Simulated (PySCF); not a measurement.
## Gas-phase thermal properties of PbCl4

Energies from PySCF (xtb for GFN2), thermal terms from the rigid-rotor harmonic-oscillator model, ideal gas at 1 bar. The comparison is the NASA 1993 polynomial table, which mixes measured and estimated data. All species are closed-shell singlets. Pb: scalar-relativistic def2 core potential, no spin-orbit coupling. The harmonic model lacks anharmonicity and excited electronic states, which grow with temperature; levels with a mode under 35 cm⁻¹ are left out. Soft modes under 120 cm⁻¹ make the harmonic entropy rough for PbCl4. The table's entry may be an old estimate for PbCl4 (not checked at source).

```csv
level,point group,σ,ZPE (kJ/mol),S°298 (J/mol/K),Cp298 (J/mol/K),S°1000 (J/mol/K),H1000 − H298 (kJ/mol)
table,-,-,-,381.7,100.6,508.8,74.2
GFN2-xTB,Td,12,7.1,415.4,104.8,544.7,75.2
PBE/def2-SVP,Td,12,10.3,389.0,101.5,516.7,74.4
PBE0/def2-TZVP,Td,12,11.0,384.3,100.7,511.5,74.2
```
σ: rotational symmetry number. Electronic degeneracy used: 1. Frequencies are unscaled.
